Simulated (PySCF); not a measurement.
## Structure from NMR data

An unknown has the formula C₆H₁₀F₃P. Its calculated NMR data are:

¹H NMR (500 MHz, computed): δ 9.10 (m, 1H), 1.41 (s, 9H).

¹³C{¹H} NMR (computed): δ 222.2 (CH), 139.7 (C), 43.6 (C), 34.0 (CH3, 3C).

Non-relativistic, gas phase, fast rotation and ring inversion assumed for equivalent nuclei, one conformer. NMR shieldings at PBE0/pcSseg-1/GIAO; geometry: GFN2-xTB; PySCF.

Scale: ¹H (σ = 31.72 ppm) and ¹³C (σ = 186.93 ppm) against TMS (reference shieldings calculated alike).

**Question.** Propose a structure and justify it.

**Answer.** 
4 carbon signals for 6 carbons: some carbons are equivalent by symmetry or fast rotation. Carbon types of the structure: 2 × C, 1 × CH, 3 × CH3, which accounts for all hydrogens. δC 222.2: carbon double-bonded to a heavier main-group atom. δC 139.7: CF3 carbon; 3 electronegative neighbours deshield it. δC 43.6: quaternary sp3 carbon; aliphatic region, no heteroatom directly attached. δC 34.0: methyl carbon; aliphatic region, no heteroatom directly attached. δH 9.10: hydrogen on a carbon double-bonded to a heavier main-group atom. δH 1.41: hydrogen on a methyl carbon.

The compound is `InChI=1S/C6H10F3P/c1-5(2,3)4-10-6(7,8)9/h4H,1-3H3`.

The shifts were computed for this structure.

Splittings by ¹⁹F and ³¹P in the carbon and heteronuclear signals aren't shown, as no couplings were computed. Shifts are as computed. Against solution values, carbons near 30 ppm lie about +3 ppm off and those near 130 ppm about +5 ppm. Of 1211 compounds with measured shifts, 218 miss one by over three times the rms of a fit or turn the order of signals round; such compounds aren't used in these exercises. No couplings were computed; multiplicities are counted from neighbouring protons, with m where these are inequivalent, close in shift, in a saturated or five-membered ring or joined by F or P, and br s for small geminal =CH2 splittings.
